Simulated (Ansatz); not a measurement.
Consider the cleavage of the B–B bond: `CB(F)BCl` + H₂S → `SBCl` + `CBF`.

Isolated molecules relaxed with PBE0-D4/def2-TZVP in Ansatz; ΔE leaves out vibrations. CCSD(T)/CBS is the MP2 limit (def2-TZVPP, def2-QZVPP) plus CCSD(T) − MP2 in def2-TZVPP, frozen cores. This one scheme is used for every species. Functionals use def2-TZVPP. Each species was taken in one conformer, which may not be the lowest.

`CB(F)BCl`:

Cartesian coordinates in Å:
```
C -1.141 -0.619 -0.152
B 0.407 -0.454 -0.038
F 1.180 -1.495 -0.361
B 1.175 0.988 0.428
Cl 1.446 2.223 -0.779
H -1.683 -0.107 0.647
H -1.459 -0.136 -1.086
H -1.454 -1.665 -0.194
H 1.530 1.265 1.536
```

H₂S:

Z-matrix (Å, degrees):
```
S
H 1 1.341
H 1 1.341 2 92.3
```

`SBCl`:

```xyz
5

S    -0.472   -1.063    0.669
B     0.349    0.282   -0.155
Cl    2.088    0.387   -0.054
H    -1.717   -0.711    0.308
H    -0.249    1.106   -0.769
```

`CBF`:

Cartesian coordinates in Å:
```
C 0.017 -0.554 -0.407
B -0.017 0.693 0.518
F -0.506 1.845 0.079
H -0.382 -0.376 -1.407
H -0.542 -1.374 0.059
H 1.046 -0.922 -0.493
H 0.384 0.689 1.651
```

```csv
species,BLYP energy (Eh)
`CB(F)BCl`,-650.36262
H₂S,-399.39936
`SBCl`,-884.52117
`CBF`,-165.28290
```

(1) Work out ΔE.

Largest T1 diagnostic among the species: 0.013.

Answers

(1) ΔE = (-884.52117) + (-165.28290) − (-650.36262) − (-399.39936) = -0.04209 Eh = -110.5 kJ/mol. CCSD(T)/CBS gives -110.3 kJ/mol.

Leaving LDA and LC-ωPBE aside and taking each functional with its dispersion term where it has one, the values, not all of them listed here, spread over 7.8 kJ/mol, from PBE-QIDH to ωB97X-V. LDA lies −3.1 kJ/mol from PBE without D4. In def2-TZVPP, CCSD(T) changes the Hartree–Fock value by −3.2 kJ/mol (the triples alone add −2.5 kJ/mol) and MP2 by −13.0 kJ/mol. At CCSD(T), def2-SVP lies −8.4 kJ/mol from the extrapolated value and def2-TZVPP +0.2 kJ/mol.
